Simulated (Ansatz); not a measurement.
Reaction (formal exchange of groups at the Se–C bond): `[CH3][Zn][Se]C(F)(F)F` + `CC(C)Cc1ccccc1` → `[CH3][Zn][Se]C(C)C` + `FC(F)(F)Cc1ccccc1`

Computed with Ansatz on PBE0-D4/def2-TZVP structures; ΔE is electronic, products minus reactants. CCSD(T)/CBS is the MP2 limit (def2-TZVPP, def2-QZVPP) plus CCSD(T) − MP2 in def2-TZVPP, frozen cores. Functionals use def2-TZVPP. For Se, Zn outer-core shells are correlated without core-valence functions, which leaves a few kJ/mol of doubt a bond. Scalar relativity is left out up to krypton. Each species was taken in one conformer, which may not be the lowest.

`[CH3][Zn][Se]C(F)(F)F`:

```xyz
10

C     0.819   -2.259    0.441
Zn   -0.009   -0.801   -0.523
Se   -1.013    0.905   -1.737
C    -0.743    2.201   -0.295
F    -1.874    2.478    0.351
F    -0.262    3.350   -0.763
F     0.133    1.754    0.633
H     0.075   -2.801    1.027
H     1.293   -2.956   -0.253
H     1.582   -1.871    1.118
```

`CC(C)Cc1ccccc1`:

```xyz
24

C    -0.301   -2.331    2.084
C    -0.249   -1.476    0.828
C     0.776   -2.013   -0.158
C     0.029   -0.013    1.193
C    -0.046    0.927    0.026
C    -1.280    1.287   -0.511
C    -1.363    2.127   -1.609
C    -0.208    2.627   -2.193
C     1.027    2.281   -1.667
C     1.103    1.439   -0.567
H    -1.060   -1.971    2.783
H     0.663   -2.315    2.603
H    -0.529   -3.373    1.845
H    -1.235   -1.512    0.346
H     0.802   -1.421   -1.075
H     1.779   -1.995    0.281
H     0.552   -3.048   -0.429
H     1.020    0.052    1.654
H    -0.693    0.299    1.956
H    -2.189    0.905   -0.056
H    -2.334    2.397   -2.009
H    -0.271    3.286   -3.051
H     1.935    2.669   -2.113
H     2.073    1.172   -0.160
```

`[CH3][Zn][Se]C(C)C`:

Cartesian coordinates in Å:
```
C 2.193 -2.391 0.728
Zn 0.449 -1.822 0.096
Se -1.621 -1.167 -0.657
C -1.386 0.797 -0.487
C -0.304 1.321 -1.408
C -1.177 1.222 0.952
H 2.296 -3.475 0.640
H 2.331 -2.119 1.777
H 2.987 -1.924 0.142
H -2.358 1.163 -0.830
H -0.283 2.417 -1.383
H -0.464 1.003 -2.438
H 0.683 0.966 -1.096
H -0.214 0.864 1.331
H -1.958 0.831 1.605
H -1.175 2.315 1.029
```

`FC(F)(F)Cc1ccccc1`:

```xyz
18

F     2.176   -0.173   -1.790
C     1.025   -0.729   -2.187
F     0.312    0.225   -2.797
F     1.330   -1.650   -3.114
C     0.271   -1.358   -1.039
C    -0.100   -0.378    0.035
C     0.765   -0.132    1.096
C     0.432    0.786    2.079
C    -0.773    1.470    2.012
C    -1.642    1.230    0.958
C    -1.306    0.311   -0.023
H     0.909   -2.152   -0.645
H    -0.616   -1.826   -1.469
H     1.709   -0.663    1.151
H     1.115    0.967    2.901
H    -1.035    2.187    2.781
H    -2.586    1.759    0.900
H    -1.987    0.127   -0.847
```

Is it downhill or uphill in electronic energy at CCSD(T)/CBS, and by how much? (An estimate is asked.)

Ansatz gave: Downhill: ΔE = -34.0 kJ/mol.

What do these levels give: B97M-V, r2SCAN0-D4, BHLYP-D4, ωB97X-V, ωB97M-V, PBE-QIDH, PBE, BLYP, r2SCAN, MP2/def2-TZVPP, SCS-MP2/def2-TZVPP, SCS-MP2/def2-QZVPP? (An estimate is asked.)

Computed: B97M-V -28.9, r2SCAN0-D4 -31.8, BHLYP-D4 -34.0, ωB97X-V -28.2, ωB97M-V -27.6, PBE-QIDH -34.2, PBE -26.3, BLYP -26.5, r2SCAN -29.7, MP2/def2-TZVPP -36.3, SCS-MP2/def2-TZVPP -35.3, SCS-MP2/def2-QZVPP -34.7 kJ/mol.

Largest T1 diagnostic among the species: 0.013.

Leaving LDA and LC-ωPBE aside and taking each functional with its dispersion term where it has one, the values, not all of them listed here, spread over 11.2 kJ/mol, from PBE-QIDH to revPBE-D4. From PBE to PBE0 (25 % exact exchange), in def2-TZVPP and without D4, ΔE moves by −4.0 kJ/mol.
